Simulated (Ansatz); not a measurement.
Ansatz (a first-principles code) input (B3LYP-D3(BJ)/def2-TZVP):

Ansatz 0.2 input:
```yaml
crystal:
  periodic: [false, false, false]
  atoms:
    - {symbol: Ga, position_ang: [0.69600210, 0.33511420, 0.24098457]}
    - {symbol: Br, position_ang: [-0.59278037, 1.38253484, -1.41382864]}
    - {symbol: Br, position_ang: [-0.02367863, -1.67935028, 1.20038516]}
basis:
  gaussian:
    orbitals: def2-TZVP
hamiltonian:
  xc: b3lyp
  dispersion: d3bj
magnetization: {spin_polarized: true, initial_magnetization: 1}
phonons: {temperatures: {t_min: 298.15, t_max: 298.15, t_step: 100}}
```

Output:

```
Functional definition: B3LYP
integrals: 0.11 GiB planned
1023 factors; integrals over basis functions are off by at most 2.1e-4 eV
mean field: 1.53 GiB planned
mean field evaluation 1: about -192474.7399 eV, gradient 1.8e1 eV
mean field evaluation 2: about -192473.0475 eV, gradient 2.9e1 eV
mean field evaluation 4: about -192475.9143 eV, gradient 6.4e-1 eV
mean field evaluation 8: about -192475.9430 eV, gradient 1.8e-2 eV
mean field evaluation 16: about -192475.9430 eV, gradient 2.7e-5 eV
mean field -192475.94303902 eV, -7073.3604418039 hartree, gradient 2.7e-5 eV, S^2 0.753184; 0 other end points of the search recorded, 0 dependent functions left out
the calculation of the forces begins
reference -192475.94325783 eV, -7073.3604498453 hartree; 51, 50 occupied and 93, 94 virtual orbitals, 1023 factors
these checks for a lower state are left out or cut short: stability, starts, cluster_reference, orbital_swaps, neighbouring_geometries, increment
integrals: 0.11 GiB planned
1023 factors; integrals over basis functions are off by at most 2.1e-4 eV
mean field: 1.53 GiB planned
mean field -192475.94302059 eV, -7073.3604411265 hartree, gradient 1.3e-6 eV, S^2 0.753190; 0 other end points of the search recorded, 0 dependent functions left out
the calculation of the forces begins
reference -192475.94323941 eV, -7073.3604491680 hartree; 51, 50 occupied and 93, 94 virtual orbitals, 1023 factors
these checks for a lower state are left out or cut short: stability, starts, cluster_reference, orbital_swaps, neighbouring_geometries, increment
integrals: 0.11 GiB planned
1023 factors; integrals over basis functions are off by at most 2.1e-4 eV
mean field: 1.53 GiB planned
mean field -192475.94301514 eV, -7073.3604409265 hartree, gradient 2.5e-6 eV, S^2 0.753179; 0 other end points of the search recorded, 0 dependent functions left out
the calculation of the forces begins
reference -192475.94323395 eV, -7073.3604489676 hartree; 51, 50 occupied and 93, 94 virtual orbitals, 1023 factors
these checks for a lower state are left out or cut short: stability, starts, cluster_reference, orbital_swaps, neighbouring_geometries, increment
integrals: 0.11 GiB planned
1023 factors; integrals over basis functions are off by at most 2.1e-4 eV
mean field: 1.52 GiB planned
mean field evaluation 32: about -192475.9184 eV, gradient 1.7e-1 eV
mean field -192475.94311037 eV, -7073.3604444259 hartree, gradient 2.9e-6 eV, S^2 0.753193; 0 other end points of the search recorded, 0 dependent functions left out
the calculation of the forces begins
reference -192475.94332924 eV, -7073.3604524693 hartree; 51, 50 occupied and 93, 94 virtual orbitals, 1023 factors
these checks for a lower state are left out or cut short: stability, starts, cluster_reference, orbital_swaps, neighbouring_geometries, increment
integrals: 0.11 GiB planned
1023 factors; integrals over basis functions are off by at most 2.1e-4 eV
mean field: 1.52 GiB planned
mean field -192475.94293051 eV, -7073.3604378164 hartree, gradient 2.9e-6 eV, S^2 0.753176; 0 other end points of the search recorded, 0 dependent functions left out
the calculation of the forces begins
reference -192475.94314927 eV, -7073.3604458556 hartree; 51, 50 occupied and 93, 94 virtual orbitals, 1023 factors
these checks for a lower state are left out or cut short: stability, starts, cluster_reference, orbital_swaps, neighbouring_geometries, increment
integrals: 0.11 GiB planned
1023 factors; integrals over basis functions are off by at most 2.1e-4 eV
mean field: 1.53 GiB planned
mean field -192475.94302064 eV, -7073.3604411286 hartree, gradient 2.7e-6 eV, S^2 0.753180; 0 other end points of the search recorded, 0 dependent functions left out
the calculation of the forces begins
reference -192475.94323945 eV, -7073.3604491696 hartree; 51, 50 occupied and 93, 94 virtual orbitals, 1023 factors
these checks for a lower state are left out or cut short: stability, starts, cluster_reference, orbital_swaps, neighbouring_geometries, increment
integrals: 0.11 GiB planned
1023 factors; integrals over basis functions are off by at most 2.1e-4 eV
mean field: 1.53 GiB planned
mean field -192475.94304464 eV, -7073.3604420105 hartree, gradient 1.9e-6 eV, S^2 0.753189; 0 other end points of the search recorded, 0 dependent functions left out
the calculation of the forces begins
reference -192475.94326347 eV, -7073.3604500522 hartree; 51, 50 occupied and 93, 94 virtual orbitals, 1023 factors
Total energy: -192476.11981165 eV, -7073.3669380783 hartree
Atom 0 at     0.696002     0.335114     0.240985 Å, force    -0.000057    -0.000028    -0.000020 eV/Å
Atom 1 at    -0.592780     1.382535    -1.413829 Å, force     0.000012     0.000103    -0.000066 eV/Å
Atom 2 at    -0.023679    -1.679350     1.200385 Å, force     0.000045    -0.000075     0.000086 eV/Å
Dipole moment:     0.294557     0.141825     0.101988 e Å
Vibrations: 72.94 234.70 295.33 cm⁻¹, zero-point energy 0.037380 eV
```

It need not be the lowest isomer of its formula.
